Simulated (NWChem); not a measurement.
Species: HSF₂ cation; SMILES F[SH+]F

```xyz
4

F     -0.4891    -0.0220    -1.2029
S      0.4827    -0.0317     0.0000
F     -0.4891    -0.0220     1.2029
H      0.7424     1.3230     0.0000
```
Atoms are numbered in this order, from 1.

Results from NWChem. Pople sets run with spherical d functions. Geometry: optimised at PBE0/def2-SVP. Atomic charges in e: unrestrained fits to the electrostatic potential beside Mulliken populations; the two definitions need not agree.

Question: Predict the results for Hartree-Fock/6-31G*. Quantities: ESP F1; Mulliken F1; ESP S2; Mulliken S2; ESP F3; Mulliken F3; relative RMS misfit of the potential (%).

Answer: The ESP F1 is -0.06 and the Mulliken F1 is -0.33. The ESP S2 is 0.87. The Mulliken S2 comes out as 1.46, the ESP F3 is -0.06 and the Mulliken F3 comes out as -0.33. The relative RMS misfit of the potential (%) is 2.
